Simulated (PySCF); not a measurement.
Dissociation curve of Au2, singlet.

UMP2 = MP2 on UHF/def2-TZVP, def2 effective core potentials past Kr (PySCF); CASSCF(2,2)/def2-TZVP, def2 effective core potentials past Kr (PySCF); UKS-M06-2X = unrestricted M06-2X/def2-TZVP, def2 effective core potentials past Kr (PySCF).

Energies are in kcal/mol, each relative to the lowest point of its own curve near equilibrium.

```tsv
R / Å	UMP2	CASSCF(2,2)	UKS-M06-2X
2.02	70.7	99.1	83.8
2.14	29.7	50.7	39.8
2.25	10.3	25.0	17.4
2.37	1.4	9.6	5.1
2.43	0.0	5.2	2.0
2.52	0.5	1.4	0.0
2.60	2.8	0.0	0.0
2.70	7.0	0.0	1.5
2.77	12.0	0.7	3.3
2.96	24.6	4.4	9.3
3.12	32.3	8.0	14.2
3.40	41.0	13.9	21.2
3.76	46.6	19.1	27.0
4.14	49.4	22.1	30.5
4.50	50.6	23.4	32.3
5.07	51.4	24.3	33.6
5.60	51.7	24.5	34.1
6.13	51.9	24.6	34.3
6.74	52.0	24.6	34.4
7.62	52.0	24.6	34.5
```

At the longest distance, 7.62 Å, UMP2 lies highest above its minimum (52.0 kcal/mol) and CASSCF(2,2) lowest (24.6 kcal/mol).

The unrestricted determinant behind UMP2 is spin-contaminated at 2.77 to 7.62 Å (<S²> up to 1.0, against 0.00 for a pure singlet). The unrestricted determinant behind UKS-M06-2X is spin-contaminated at 2.96 to 7.62 Å (<S²> up to 1.0, against 0.00 for a pure singlet).
